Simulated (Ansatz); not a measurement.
The cluster Li7Al3⁺. Charge 1, multiplicity 2. Geometry PBE0-D4/def2-SVP, basis def2-TZVP, Ansatz.

| atom | x (Å) | y (Å) | z (Å) |
| --- | --- | --- | --- |
| Li1 | -0.335 | 1.662 | 4.271 |
| Li2 | -0.795 | -2.062 | 0.646 |
| Li3 | 2.092 | -0.803 | 0.235 |
| Li4 | 0.711 | 2.551 | 1.199 |
| Li5 | 0.181 | 0.834 | -3.176 |
| Li6 | 0.344 | -2.405 | -4.426 |
| Li7 | -2.232 | 1.194 | 1.460 |
| Al8 | -0.260 | 0.376 | -0.390 |
| Al9 | 0.209 | -1.517 | -1.967 |
| Al10 | 0.085 | 0.171 | 2.147 |

| run | HOMO (eV) | LUMO (eV) |
| --- | --- | --- |
| A | -5.79 | -5.24 |
| B | -6.34 | -4.41 |
| C | -6.30 | -4.60 |
| D | -5.77 | -5.43 |
| E | -5.86 | -4.94 |

Another isomer (doublet) lies 0.25 eV lower at PBE0-D4/def2-TZVP; other spin states weren't run for this one.

HOMO and LUMO are taken over both spins.

Question: The runs used LDA (SPW92), PBE, PBE0, r2SCAN, r2SCAN0. Estimate which is which.

Answer: A PBE (0 % exact exchange); B r2SCAN0 (25 % exact exchange); C PBE0 (25 % exact exchange); D LDA (SPW92) (0 % exact exchange); E r2SCAN (0 % exact exchange). Exact exchange lowers occupied and raises empty levels; among semilocal functionals meta-GGAs tend to open the gap a little, and such runs are hard to tell apart. The gap grows from 0.34 eV (LDA (SPW92)) to 1.93 eV (r2SCAN0). At r2SCAN0-D4/def2-TZVP the charge 1 doublet is spin-contaminated (final ⟨S²⟩ up to 0.95, 0.75 for a pure state).
